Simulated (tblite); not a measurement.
Species: C6H11O2 (doublet state).
SMILES with atom numbers: `[CH3:1][C:2]([CH3:3])[CH2:4][O:5][C:6]([CH3:7])=[O:8]` (hydrogens: H9, H10, H11 on C1; H12, H13, H14 on C3; H15, H16 on C4; H17, H18, H19 on C7)
Bond orders are those of one Lewis drawing.

Computed with GFN2-xTB (tblite), gas phase: L-BFGS steps from a force-field or distance-geometry start until the largest atomic force falls under 0.01 eV/Å.

Geometry at step 116:
```
atom  x, y, z in Å
C1     -1.4366   -1.4184   -0.4337
C2     -1.3847    0.0637   -0.3424
C3     -2.5325    0.8282    0.2042
C4     -0.1565    0.7505   -0.7882
O5      0.9258    0.4966    0.1554
C6      2.1004    0.0995   -0.3239
C7      3.0825   -0.1168    0.8005
O8      2.3527   -0.0438   -1.4950
H9     -0.4995   -1.8590   -0.0854
H10    -2.2611   -1.8164    0.1533
H11    -1.5646   -1.7468   -1.4716
H12    -2.2807    1.8767    0.3472
H13    -3.3961    0.7779   -0.4680
H14    -2.8636    0.4128    1.1586
H15     0.2002    0.3789   -1.7594
H16    -0.2825    1.8372   -0.8248
H17     3.9499    0.5163    0.6269
H18     2.6223    0.1235    1.7542
H19     3.4147   -1.1511    0.7998
```

Question: Give the atomic forces at this geometry.

Answer: 
```tsv
atom	Fx (eV/Å)	Fy (eV/Å)	Fz (eV/Å)
C1	0.009	0.043	-0.005
C2	-0.037	0.051	0.002
C3	0.000	-0.013	-0.009
C4	0.018	-0.019	0.021
O5	0.011	0.008	-0.004
C6	0.044	0.086	-0.160
C7	0.030	0.009	0.017
O8	-0.076	-0.034	0.214
H9	-0.036	-0.003	0.014
H10	0.024	-0.011	-0.014
H11	-0.018	0.010	0.007
H12	0.013	-0.039	0.001
H13	-0.002	-0.018	-0.021
H14	0.016	-0.006	0.021
H15	-0.010	0.038	-0.020
H16	-0.006	-0.058	-0.037
H17	0.001	-0.015	0.031
H18	0.010	0.008	-0.029
H19	0.009	-0.039	-0.027
```

The largest, 0.23 eV/Å, acts on O8; the rms over all components is 0.045 eV/Å. The forces sum to zero within rounding, as they must for an isolated molecule in no field.

Question: Give the force on O8 in Eh/bohr and in nN.

Answer: 0.230 eV/Å ÷ 51.422 = 0.00447 Eh/bohr, and 0.230 eV/Å × 1.602 = 0.37 nN.

Question: How far is this geometry from the end of the optimisation?

Answer: 0.040 eV above it, and 0.715 Å rms away after alignment. The bonds farthest from their final lengths, with half the difference of the two atoms' forces along the bond (positive lengthens):

```tsv
bond	now (Å)	final (Å)	force along bond (eV/Å)
C4–H15	1.099	1.093	0.00
C4–O5	1.458	1.462	-0.01
C6=O8	1.207	1.203	-0.19
C1–C2	1.486	1.483	0.00
C2–C4	1.476	1.478	0.00
C3–H14	1.092	1.094	+0.01
```

The angle farthest from its final value is O5–C4–H16, 106.3° against 102.4°.

The cost below is that of the whole relaxation. On Arm Neoverse V1, one thread, no GPU (shared host), this took 1.3 s.
